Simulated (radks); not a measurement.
Tl LXV, configuration [Ne] 3s2 3p5.

Method: scalar-relativistic Kohn-Sham, exchange-only LDA, spin-polarised, spherical densities, point nucleus; open shells are filled with parallel spins first (spin-orbit coupling, left out, can overturn this in heavy ions); computed with a radial shooting solver on a logarithmic mesh with Libxc functionals.

Energy parts (Ry):
| part | energy |
|---|---|
| total | -31177.4687 |
| kinetic | 36135.6600 |
| electron-nucleus | -70043.2502 |
| Hartree | 3087.1527 |
| exchange | -357.0312 |

Orbitals (lengths in bohr, moments of r in powers of bohr; <r^-3> diverges for s and p1/2):
orbital  occ.  eigenvalue (Ry)  <1/r>  <r^-3>
1s up       1        -6669.996  99.47       -
1s down     1        -6669.664  99.47       -
2s up       1        -1488.936  23.56       -
2s down     1        -1488.663  23.56       -
2p up       3        -1334.449  20.76   28660
2p down     3        -1334.111  20.76   28660
3s up       1        -587.7456  9.395       -
3s down     1        -586.9888  9.392       -
3p up       3        -542.6342  8.590    7880
3p down     2        -541.8749  8.587    7876

The highest occupied level is 3p down at -7372.6 eV. The density falls to 0.001 e/bohr^3 at r = 0.52 bohr. For comparison, the ionisation energy in NIST's Atomic Spectra Database is 7281 eV (theoretical). In exact Kohn-Sham theory the highest level is minus the ionisation energy, but local and semilocal functionals leave it too shallow, through self-interaction and a potential that decays too fast; potentials with the right tail come closer. Spin moment in Bohr magnetons: 1. Summed over all electrons, <r^2> = 0.2596 bohr^2, which gives a Langevin (diamagnetic) susceptibility term of -0.206 x 10^-6 cm^3/mol.
